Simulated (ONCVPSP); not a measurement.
## Rb (Z = 37), ONCV: configuration errors across variants

```
Element                 : rubidium (Rb)
Generator               : ONCVPSP 4.0.1
Type                    : optimised norm-conserving Vanderbilt (ONCV)
Functional              : PBE
Relativity              : scalar-relativistic
Frozen core             : [Ar] 3d10
Valence charge          : 9
Reference configuration : 4s2 4p6 5s0.5 (charge +0.5)
Partial waves           : 4s+5s: rc 2.65 bohr, ncon 4, nbas 7, qcut 5.2 1/bohr, 2 projectors; 4p: rc 1.65 bohr, ncon 4, nbas 8, qcut 5.8 1/bohr, 2 projectors, debl 2 Ha; d scattering state at 0.07 Ha: rc 2.65 bohr, ncon 4, nbas 8, qcut 3.7 1/bohr, 1 projector
Local potential         : polynomial inside 1.45 bohr (lpopt 1, dvloc0 -1 Ha)
Core correction         : none
```

In the d channel the program set the typed energies aside and used 0.050 Ha.

All-electron excitation energies from the reference (eV): (1) 4s2 4p6 5s1 -1.578; (2) 4s2 4p6 5s0 2.575; (3) 4s2 4p6 5s0 5p1 -0.058; (4) 4s2 4p5 5s1 19.562.

1 further variants failed, have other tests or too few solved ones, and are left out.

Errors AE − PS in meV (a dash: test not solved or not reliable):

```tsv
change	(1)	(2)	(3)	(4)	bound ghosts	GHOST(+) flags above zero
base	+0.1	-0.1	+0.1	-0.4	none	none
s: qcut 3.3	0.0	-0.2	+0.1	+3.0	none	none
s: qcut 3.6	0.0	-0.2	+0.1	+2.5	none	none
s: qcut 4.4	0.0	-0.2	+0.1	+1.0	none	none
s: qcut 4.9	+0.1	-0.1	+0.1	+0.1	none	none
s: qcut 5.5	+0.1	-0.1	+0.1	-0.8	none	none
s: qcut 6.6	+0.1	-0.1	+0.1	-2.6	none	none
s: qcut 7.1	+0.1	-0.1	+0.1	-3.8	none	none
```

(1) Give the same row for: s: qcut 6.2.

Answers

(1) +0.1, -0.1, +0.1, -2.5; bound ghosts: none; GHOST(+) flags above zero: s.
